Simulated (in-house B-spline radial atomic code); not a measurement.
## RPA and G0W0 on PBE0: Co4+

Configuration [Ar] 3d5, highest spin, mean-field start PBE0. Computed with an all-electron radial atomic-structure program (B-spline basis): all electrons, non-relativistic, point nucleus, each spin shell either full or empty, empty states to l = 9 with an (l + 1/2)⁻⁴ tail; G0W0 by contour deformation at full frequency.

Command:
```bash
python run_gw.py task.json out
```
Settings (radii: box in bohr, nucleus in fm):
```
Z                        27
electrons                23
configuration            [Ar] 3d5
hamiltonian              nr
method                   pbe0
lmax                     9
spin_polarised           True
box_radius               11.96
intervals                50
```

Cost of the run: 1.4 s on 1 thread of AMD EPYC 7R13 Processor, with other jobs on the host.

Energies (hartree):

```tsv
term	value
mean-field total	-1378.44939
Hartree-Fock functional on these orbitals	-1377.62422
direct second order	-1.725
second-order exchange	0.5652
SOSEX correction	0.5238
```

Question: What is the RPA correlation energy, and what remains with SOSEX?

Answer: RPA gives -1.5312 hartree (-1.81 eV per electron); RPA + SOSEX gives -1.0074, and the second-order doubles -1.1598 hartree (no singles). RPA lacks exchange-type terms and so overcorrelates at short range.

Quasi-particle levels (eV):

```csv
level,occupied,mean field,Σx - vxc,Σc,QP weight,G0W0
3d up,yes,-72.08,-9.46,?,?,?
3p down,yes,-124.06,-8.81,0.76,0.945,-132.10
3d down,no,-58.76,11.78,-5.21,0.956,-52.20
```

G0W0 = mean field + (Σx - vxc) + Σc, with Σc (partial-wave tail included) taken at the quasi-particle energy. Only the outer levels were computed. Levels of low weight are left out.

Question: Where does G0W0 put 3d up?

Answer: At -80.18 eV, with Σc = 1.36 eV and a quasi-particle weight of 0.952. The tabulated removal energy is 79.5 ± 0.2 eV (NIST, semi-empirical); the calculation leaves out relativity, Breit and QED terms, and what these don't explain is the method's own error.
